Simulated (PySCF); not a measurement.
Species: C₂H₆BBr₃Se.
Bonds: C1–Se2, Se2–C3, Se2–B4, B4–Br5, B4–Br6, B4–Br7. Hydrogens: H8, H9, H10 on C1; H11, H12, H13 on C3.

Method: PySCF 2.14.0, PBE0-D3(BJ)/def2-SVP geometry optimisation, gas phase; density fitting, grid level 1; the optimiser is geomeTRIC in internal coordinates, started from a GFN2-xTB structure with every atom displaced at random (about 0.01 Å).

Step 0: E = -278269.5000 eV
```
atom  x, y, z in Å  |  force x, y, z in eV/Å
C1      1.5873    0.7767   -0.1811   -1.073   0.822   0.061
Se2    -0.0886    0.1912   -1.0258   -0.033   0.216   0.758
C3      0.0172   -1.6891   -0.5492    0.553   0.268   0.406
B4     -1.6927    0.9650    0.6764    0.230  -0.573  -0.890
Br5    -1.6129    2.8729    0.4330    0.081   0.551  -0.059
Br6    -3.3334    0.0896    0.0475    0.004  -0.053  -0.049
Br7    -0.9536    0.2600    2.3111    0.210  -0.184   0.568
H8      2.4222    0.3557   -0.7121    0.613  -0.401  -0.322
H9      1.5688    0.5199    0.8848   -0.005  -0.173   0.018
H10     1.6066    1.8830   -0.2721   -0.048  -0.388  -0.025
H11     0.1525   -1.7820    0.5469   -0.203   0.095  -0.276
H12     0.8923   -2.1221   -1.0539   -0.136  -0.066  -0.108
H13    -0.9111   -2.1621   -0.8690   -0.193  -0.116  -0.080
```

Step 1: E = -278269.7392 eV
```
atom  x, y, z in Å  |  force x, y, z in eV/Å
C1      1.5172    0.7913   -0.1602    0.032   0.248  -0.080
Se2    -0.1749    0.2396   -0.9315    0.365  -0.166  -0.118
C3     -0.0047   -1.6424   -0.5155    0.089  -0.130   0.019
B4     -1.5277    0.8686    0.5366   -0.230   0.061   0.262
Br5    -1.5266    2.8514    0.3891    0.088  -0.012  -0.045
Br6    -3.2600    0.0430    0.0023    0.089  -0.039  -0.071
Br7    -0.8813    0.2155    2.3028   -0.026   0.021   0.121
H8      2.3488    0.3458   -0.7250   -0.132  -0.061   0.002
H9      1.5312    0.5019    0.8988   -0.022  -0.065  -0.007
H10     1.5647    1.8862   -0.2413   -0.064  -0.033   0.000
H11     0.1376   -1.7502    0.5699   -0.105   0.059  -0.029
H12     0.8608   -2.0551   -1.0535   -0.082   0.086  -0.079
H13    -0.9307   -2.1368   -0.8360   -0.002   0.032   0.024
```

**Question.** Estimate the geometry and energy of step 2. (The exact step hangs on the optimiser's Hessian estimate; all steps are aligned on step 1, rigid shifts and turns removed.)

**Answer.** E = -278269.6185 eV, largest force 1.140 eV/Å
```
atom  x, y, z in Å  |  force x, y, z in eV/Å
C1      1.5347    0.7984   -0.1813    0.046  -0.037  -0.066
Se2    -0.0943    0.2016   -1.0287   -0.632   0.276   0.908
C3      0.0126   -1.6631   -0.5380    0.141   0.020  -0.010
B4     -1.5922    0.8981    0.6411    0.201  -0.089  -0.586
Br5    -1.5132    2.8696    0.3952    0.004  -0.298   0.105
Br6    -3.2647    0.0329   -0.0047    0.246   0.119   0.156
Br7    -0.9440    0.2446    2.4073   -0.038   0.101  -0.497
H8      2.3866    0.3683   -0.7220    0.078   0.020   0.056
H9      1.5123    0.4886    0.8729    0.031  -0.003  -0.023
H10     1.5491    1.8941   -0.2487   -0.023  -0.013  -0.014
H11     0.1355   -1.7290    0.5524   -0.024  -0.012  -0.019
H12     0.8625   -2.1123   -1.0663   -0.017  -0.092   0.002
H13    -0.9305   -2.1330   -0.8429   -0.013   0.009  -0.011
```

The energy changes by +0.1207 eV. The first-order estimate −F·Δx gives -0.1088 eV and the mean of the old and new forces, exact on a quadratic surface, +0.0795 eV. The step makes an angle of 51° with the force vector and moves no atom by more than 0.132 Å. The energy falls at the start of this step and ends higher, so the step passed the lowest point of its straight line.

The cost below is that of the whole optimisation. Time: 4.1 min wall; peak memory 1.4 GiB. Hardware: an AMD EPYC 9R45 with one thread, shared host with 96 logical CPUs at a one-minute load of 56.
